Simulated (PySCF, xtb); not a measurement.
Si(H)(SiH3) cation (H4Si2), SMILES [SiH3][SiH] (connectivity only; charge and spin as stated), charge +1, multiplicity 2.

Harmonic wavenumbers (cm⁻¹) from GFN2-xTB (xtb) at its own minimum, in rising order: 164, 297, 360, 397, 471, 707, 715, 754, 2179, 2223, 2236, 2250.

Q: What does PBE0-D3(BJ)/def2-TZVP (PySCF) give at its own minimum? (The exact figures need the calculation; the answer reports its results.)

A: 72, 306, 331, 391, 621, 785, 886, 907, 2188, 2226, 2254, 2310. Paired by order, the mean absolute difference is 65 cm⁻¹ and the zero-point energies are 18.2 and 19.0 kcal/mol.
